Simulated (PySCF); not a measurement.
**Radial density of Kr⁺ (krypton, charge +1)**

UHF, [Ar] 3d10 4s2 4p5, 2P determinant. All numbers are calculated (PySCF 2.14, the spin-free X2C one-electron Hamiltonian (Gaussian nucleus), in jorge-DZP-DKH (8s6p2d1f, 43 functions)).

```json
{"r (bohr)": "0.000730", "4πr²ρ (e/bohr)": "0.4001", "4πr²(ρα − ρβ)": "0.0000"}
{"r (bohr)": "0.00123", "4πr²ρ (e/bohr)": "0.9604", "4πr²(ρα − ρβ)": "0.0000"}
{"r (bohr)": "0.00207", "4πr²ρ (e/bohr)": "2.279", "4πr²(ρα − ρβ)": "0.0000"}
{"r (bohr)": "0.00347", "4πr²ρ (e/bohr)": "5.256", "4πr²(ρα − ρβ)": "0.0000"}
{"r (bohr)": "0.00584", "4πr²ρ (e/bohr)": "11.40", "4πr²(ρα − ρβ)": "0.0001"}
{"r (bohr)": "0.00983", "4πr²ρ (e/bohr)": "22.31", "4πr²(ρα − ρβ)": "0.0003"}
{"r (bohr)": "0.0165", "4πr²ρ (e/bohr)": "36.58", "4πr²(ρα − ρβ)": "0.0015"}
{"r (bohr)": "0.0278", "4πr²ρ (e/bohr)": "44.93", "4πr²(ρα − ρβ)": "0.0070"}
{"r (bohr)": "0.0468", "4πr²ρ (e/bohr)": "39.07", "4πr²(ρα − ρβ)": "0.0256"}
{"r (bohr)": "0.0787", "4πr²ρ (e/bohr)": "40.51", "4πr²(ρα − ρβ)": "0.0558"}
{"r (bohr)": "0.132", "4πr²ρ (e/bohr)": "53.55", "4πr²(ρα − ρβ)": "0.0344"}
{"r (bohr)": "0.223", "4πr²ρ (e/bohr)": "33.92", "4πr²(ρα − ρβ)": "-0.0021"}
{"r (bohr)": "0.374", "4πr²ρ (e/bohr)": "35.44", "4πr²(ρα − ρβ)": "0.1321"}
{"r (bohr)": "0.630", "4πr²ρ (e/bohr)": "24.71", "4πr²(ρα − ρβ)": "0.0020"}
{"r (bohr)": "1.06", "4πr²ρ (e/bohr)": "6.334", "4πr²(ρα − ρβ)": "0.3958"}
{"r (bohr)": "1.78", "4πr²ρ (e/bohr)": "4.244", "4πr²(ρα − ρβ)": "0.6190"}
{"r (bohr)": "3.00", "4πr²ρ (e/bohr)": "0.7359", "4πr²(ρα − ρβ)": "0.1119"}
{"r (bohr)": "5.04", "4πr²ρ (e/bohr)": "0.01179", "4πr²(ρα − ρβ)": "0.0020"}
```

Densities and radii are taken from the X2C orbitals without a picture-change correction, which distorts them close to the nucleus.

Task: Where is the radial spin density 4πr²(ρα − ρβ) most negative, and why is it negative at all?

Result: Around r = 0.223 bohr, down to -0.0021 e/bohr: exchange with the open shell polarises the paired shells in an unrestricted calculation.
